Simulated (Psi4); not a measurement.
silole (C4H6Si), singlet, at a GFN2-xTB geometry; CCSD(T)/STO-3G (Psi4).

Input for Psi4:
```
memory 2 GB

molecule mol {
0 1
  C    -1.206386    0.785748   -0.411091
  C     0.027106    1.290884   -0.293763
  Si    1.213557   -0.072862    0.247381
  C    -0.238140   -1.278214    0.250744
  C    -1.352771   -0.632096   -0.110587
  H    -2.074203    1.359000   -0.708668
  H     0.246039    2.326892   -0.492070
  H     1.789556    0.148960    1.574571
  H     2.232005   -0.390415   -0.754786
  H    -0.234511   -2.327584    0.494420
  H    -2.327536   -1.094718   -0.188616
}

set basis sto-3g
set reference rhf
set freeze_core true
set mp2_type conv
set scf_type pk
set puream true
set d_convergence 1e-8

energy('ccsd(t)')
print_variables()
```

Problem. Predict the main parts of the log of this Psi4 run.

Solution. 
```
   => Loading Basis Set <=

    Name: STO-3G
    Role: ORBITAL
    Keyword: BASIS

         ---------------------------------------------------------
                                   SCF
               by Justin Turney, Rob Parrish, Andy Simmonett
                          and Daniel G. A. Smith
                              RHF Reference
         ---------------------------------------------------------

  ==> Geometry <==

    Molecular point group: c1
    Full point group: C1

    Geometry (in Angstrom), charge = 0, multiplicity = 1:

       Center              X                  Y                   Z               Mass
    ------------   -----------------  -----------------  -----------------  -----------------
         C           -1.210503926998     0.785995276950    -0.411930499698    12.000000000000
         C            0.022988073002     1.291131276950    -0.294602499698    12.000000000000
         SI           1.209439073002    -0.072614723050     0.246541500302    27.976926534650
         C           -0.242257926998    -1.277966723050     0.249904500302    12.000000000000
         C           -1.356888926998    -0.631848723050    -0.111426499698    12.000000000000
         H           -2.078320926998     1.359247276950    -0.709507499698     1.007825032230
         H            0.241921073002     2.327139276950    -0.492909499698     1.007825032230
         H            1.785438073002     0.149207276950     1.573731500302     1.007825032230
         H            2.227887073002    -0.390167723050    -0.755625499698     1.007825032230
         H           -0.238628926998    -2.327336723050     0.493580500302     1.007825032230
         H           -2.331653926998    -1.094470723050    -0.189455499698     1.007825032230

  Running in c1 symmetry.

  Rotational constants: A =      0.23335  B =      0.15887  C =      0.09779 [cm^-1]
  Rotational constants: A =   6995.80528  B =   4762.66921  C =   2931.53494 [MHz]
  Nuclear repulsion =  201.467676887593541

  Charge       = 0
  Multiplicity = 1
  Electrons    = 44
  Nalpha       = 22
  Nbeta        = 22

  ==> Algorithm <==

  SCF Algorithm Type is PK.
  DIIS enabled.
  MOM disabled.
  Fractional occupation disabled.
  Guess Type is SAD.
  Energy threshold   = 1.00e-08
  Density threshold  = 1.00e-08
  Integral threshold = 1.00e-12

  ==> Primary Basis <==

  Basis Set: STO-3G
    Blend: STO-3G
    Number of shells: 23
    Number of basis functions: 35
    Number of Cartesian functions: 35
    Spherical Harmonics?: true
    Max angular momentum: 1

  ==> Integral Setup <==

  Using in-core PK algorithm.
   Calculation information:
      Number of atoms:                  11
      Number of AO shells:              23
      Number of primitives:             69
      Number of atomic orbitals:        35
      Number of basis functions:        35

      Integral cutoff                 1.00e-12
      Number of threads:                 1

  Performing in-core PK
  Using 397530 doubles for integral storage.
  We computed 35207 shell quartets total.
  Whereas there are 38226 unique shell quartets.

  ==> DiskJK: Disk-Based J/K Matrices <==

    J tasked:                  Yes
    K tasked:                  Yes
    wK tasked:                  No
    Schwarz Cutoff:          1E-12

  Minimum eigenvalue in the overlap matrix is 1.7916225710E-01.
  Reciprocal condition number of the overlap matrix is 7.2115022969E-02.
    Using symmetric orthogonalization.

  ==> Pre-Iterations <==

  SCF Guess: Superposition of Atomic Densities via on-the-fly atomic UHF (no occupation information).

   -------------------------
    Irrep   Nso     Nmo
   -------------------------
     A         35      35
   -------------------------
    Total      35      35
   -------------------------

  ==> Iterations <==

                        Total Energy        Delta E     RMS |[F,P]|

   @RHF iter SAD:  -434.82478281493053   -4.34825e+02   0.00000e+00
   @RHF iter   1:  -438.64902489967170   -3.82424e+00   3.06443e-03 DIIS/ADIIS
   @RHF iter   2:  -438.65916278536548   -1.01379e-02   8.97089e-04 DIIS/ADIIS
   @RHF iter   3:  -438.65996682544841   -8.04040e-04   4.27494e-04 DIIS/ADIIS
   @RHF iter   4:  -438.66014041931368   -1.73594e-04   7.15253e-05 DIIS
   @RHF iter   5:  -438.66014999887562   -9.57956e-06   1.51502e-05 DIIS
   @RHF iter   6:  -438.66015066059344   -6.61718e-07   1.88613e-06 DIIS
   @RHF iter   7:  -438.66015066888315   -8.28970e-09   2.17616e-07 DIIS
   @RHF iter   8:  -438.66015066896153   -7.83871e-11   2.70132e-08 DIIS
   @RHF iter   9:  -438.66015066896335   -1.81899e-12   5.71477e-09 DIIS
  Energy and wave function converged.

  ==> Post-Iterations <==

    Orbital Energies [Eh]
    ---------------------

    Doubly Occupied:

[...]
      22A     -0.242730

    Virtual:

[...]
      35A      1.124148

    Final Occupation by Irrep:
              A
    DOCC [    22 ]
    NA   [    22 ]
    NB   [    22 ]

  @RHF Final Energy:  -438.66015066896335

   => Energetics <=

    Nuclear Repulsion Energy =            201.4676768875935409
    One-Electron Energy =               -1005.7022069327333611
    Two-Electron Energy =                 365.5743793761764096
    Total Energy =                       -438.6601506689633538

Computation Completed

Properties will be evaluated at   0.000000,   0.000000,   0.000000 [a0]

Properties computed using the SCF density matrix

 Multipole Moments:

 ------------------------------------------------------------------------------------
     Multipole            Electronic (a.u.)      Nuclear  (a.u.)        Total (a.u.)
 ------------------------------------------------------------------------------------

 L = 1.  Multiply by 2.5417464519 to convert [e a0] to [Debye]
 Dipole X            :          0.6645767           -0.3423934            0.3221833
 Dipole Y            :         -0.0399024            0.0205587           -0.0193438
[...]
	SCF energy                   =   -438.66015066896335
	One-electron energy          =   -192.21634242545076
	Two-electron energy          =     88.71202160800229
	Reference energy             =   -438.66015066896443

            **************************
            *                        *
            *        CCENERGY        *
            *                        *
            **************************

    Nuclear Rep. energy (wfn)     =  201.467676887593541
    SCF energy          (wfn)     = -438.660150668963354
    Reference energy    (file100) = -438.660150668964434

    Input parameters:
    -----------------
    Wave function   =     CCSD_T
    Reference wfn   =     RHF
    Brueckner       =     No
    Maxiter         =     50
    R_Convergence   =     1.0e-07
    E_Convergence   =     1.0e-06
    Restart         =     Yes
    DIIS            =     Yes
    AO Basis        =     NONE
    ABCD            =     NEW
    Cache Level     =     2
    Cache Type      =     LOW
    Print Level     =     1
    Num. of threads =     1
    # Amps to Print =     10
    Print MP2 Amps? =     No
    Analyze T2 Amps =     No
    Print Pair Ener =     No
    Local CC        =     No
    SCS-MP2         =     False
    SCSN-MP2        =     False
    SCS-CCSD        =     False

MP2 correlation energy -0.2785571527120513
                Solving CC Amplitude Equations
                ------------------------------
  Iter             Energy              RMS        T1Diag      D1Diag    New D1Diag    D2Diag
  ----     ---------------------    ---------   ----------  ----------  ----------   --------
     0        -0.278557152712051    0.000e+00    0.000000    0.000000    0.000000    0.171174
     1        -0.320158717331785    8.806e-02    0.002791    0.008593    0.008593    0.209547
     2        -0.344484307964265    3.991e-02    0.003420    0.010563    0.010563    0.245338
     3        -0.347239437951964    1.220e-02    0.003546    0.010486    0.010486    0.257305
     4        -0.347965884504836    5.321e-03    0.003455    0.010204    0.010204    0.264445
     5        -0.347900513548311    1.531e-03    0.003417    0.010149    0.010149    0.265272
     6        -0.347861600100420    7.963e-04    0.003406    0.010133    0.010133    0.265620
     7        -0.347878289699212    3.183e-04    0.003399    0.010124    0.010124    0.265806
     8        -0.347880582531999    7.258e-05    0.003398    0.010125    0.010125    0.265810
     9        -0.347880392000186    2.348e-05    0.003399    0.010126    0.010126    0.265809
    10        -0.347880667996729    7.233e-06    0.003399    0.010127    0.010127    0.265809
    11        -0.347880803360603    1.654e-06    0.003399    0.010127    0.010127    0.265809
    12        -0.347880903483904    4.641e-07    0.003399    0.010127    0.010127    0.265809
    13        -0.347880924314941    1.409e-07    0.003399    0.010127    0.010127    0.265809
    14        -0.347880926403239    5.836e-08    0.003399    0.010127    0.010127    0.265809

    Iterations converged.

    Largest TIA Amplitudes:
             11   2         0.0072190555
              9   4         0.0050673162
              5   3         0.0047342885
             11  11         0.0043208258
              2   3        -0.0042500623
              8   0        -0.0039751400
             11   7         0.0037994789
              3   3         0.0036901962
              2   4         0.0034254874
              6   2        -0.0032919182

    Largest TIjAb Amplitudes:
     12  12   0   0        -0.1685678437
     10  12   0   1        -0.0992162554
     12  10   1   0        -0.0992162554
     12  12   1   1        -0.0803414082
     10  12   1   0        -0.0734815011
     12  10   0   1        -0.0734815011
     10  10   0   0        -0.0694073094
     10  10   1   1        -0.0686612288
     11  11   2   2        -0.0561338106
      8  12   0   1        -0.0451541852

    SCF energy       (wfn)                    = -438.660150668963354
    Reference energy (file100)                = -438.660150668964434

    Opposite-spin MP2 correlation energy      =   -0.232678558146753
    Same-spin MP2 correlation energy          =   -0.045878594565298
    Singles MP2 correlation energy            =   -0.000000000000000
    MP2 correlation energy                    =   -0.278557152712051
      * MP2 total energy                      = -438.938707821676473

    Opposite-spin CCSD correlation energy     =   -0.313503520474439
    Same-spin CCSD correlation energy         =   -0.034377405928800
    Singles CCSD correlation energy           =    0.000000000000000
    CCSD correlation energy                   =   -0.347880926403239
      * CCSD total energy                     = -439.008031595367697

            **************************
            *                        *
            *        CCTRIPLES       *
            *                        *
            **************************

    Wave function   =    CCSD_T
    Reference wfn   =      RHF

    Nuclear Rep. energy (wfn)                =  201.467676887593541
    SCF energy          (wfn)                = -438.660150668963354
    Reference energy    (file100)            = -438.660150668964434
    CCSD energy         (file100)            =   -0.347880926403239
    Total CCSD energy   (file100)            = -439.008031595367697

    Number of ijk index combinations:              455
    Approx. words needed per explicit thread:            8788
    Number of threads for explicit ijk threading:    1

    MKL num_threads set to 1 for explicit threading.

    (T) energy                                =   -0.004414140223640
      * CCSD(T) total energy                  = -439.012445735591314

  Variable Map:
  ----------------------------------------------------------------------------
[...]
  Array Variable Map:
  ----------------------------------------------------------------------------
[...]
[...]
```
